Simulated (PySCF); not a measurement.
Worked example: entropy of an ideal gas

H3O, SMILES [OH3+], charge +1.

The structure is a stationary point at PBE-D3(BJ)/def2-TZVPD.

PBE-D3(BJ)/def2-TZVPD run with PySCF gives the harmonic wavenumbers 856, 1633, 1633, 3466, 3550, 3550 cm⁻¹ and the rotational temperatures 15.4174, 15.4174, 8.9837 K. The molar mass is 19.02 g/mol, the symmetry number 3, the spin multiplicity 1.

Task: Work out the entropy at 298.15 K and 1 atm in the rigid-rotor, harmonic-oscillator model.

Result: 
Translation (Sackur–Tetrode at 1 atm): S = R[1.5 ln M + 2.5 ln T − 1.16487] = 145.5 J/(mol K).
Rotation: q = (√π/σ) T^1.5/√(θA θB θC) = 65.8, S = R[ln q + 3/2] = 47.3 J/(mol K).
Vibration: with u = 1.4388 ν/T, each mode gives R[u/(e^u − 1) − ln(1 − e^−u)]:
```tsv
ν (cm⁻¹)	modes	u	S (J/(mol K))
856	1	4.13	0.70
1633	2	7.88	0.06
```
The stiffer modes add less than 0.005 each. Sum 0.8 J/(mol K).
Spin: R ln 1 = 0.0 J/(mol K).
Total 193.5 J/(mol K); the program's own thermochemistry gives 193.5. Translation makes up 75 % and vibration 0 %. Anharmonicity, hindered rotation and orbital degeneracy are left out.
